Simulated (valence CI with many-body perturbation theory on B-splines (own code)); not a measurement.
## Ga¹⁷⁺ in brief

Computed by relativistic CI+MBPT: four valence electrons over a frozen Dirac-Fock core [Ne], radial functions for each j: 11 s, 11 p, 9 d, 7 f, 5 g, 2 h, 1 i, with the one-electron correlation potential Σ1 (screened to all orders), the two-electron term Σ2, the three-electron term Σ3, Breit, model QED; selected single and double excitations, second order for the rest (own B-spline code, finite nucleus).

No measured spectrum was set against this ion. As an estimate, levels of excited configurations hold to 0.05 to 0.15 % of their energy, terms of the ground configuration to about 0.5 %.

Rates and lifetimes use the calculated energies. Strong lines usually hold to 10 to 20 %, long lifetimes can be off by a factor of two.

Problem. What is the ground level?

Solution. 3s2 3p2 3P_0, composition 89 % 3s2 3p2 3P + 8 % 3s2 3p2 1S.

Problem. What is the ionisation energy?

Solution. 639.21 eV; NIST lists 640 ± 1.5 eV (semi-empirical).

Problem. Among levels below 1136900 cm⁻¹, which E1 lines absorb most strongly from the ground level?

Solution. to 3s2 3p 3d 3D°_1 at 14.76 nm, f = 0.741; to 3s 3p3 3S°_1 at 17.21 nm, f = 0.143; to 3s 3p3 3D°_1 at 24.08 nm, f = 0.0862.

Problem. What are the static dipole polarisabilities of the lowest levels?

Solution. 3s2 3p2 3P_0 0.149; 3s2 3p2 3P_1 0.151 (tensor 0.0066); 3s2 3p2 3P_2 0.151 (tensor -0.0035); 3s2 3p2 1D_2 0.153 (tensor 0.017) bohr³, of which the core gives 0.00242.

Problem. How well does LS coupling describe the low levels?

Solution. Among the lowest 20 levels the leading LS term, summed over configurations, holds 84 % on average. For single configurations the figures are 76 % in LS and 69 % in jj coupling. Terms mix most in the J = 2 level at 665830 cm⁻¹, where the leading one holds 52 %.
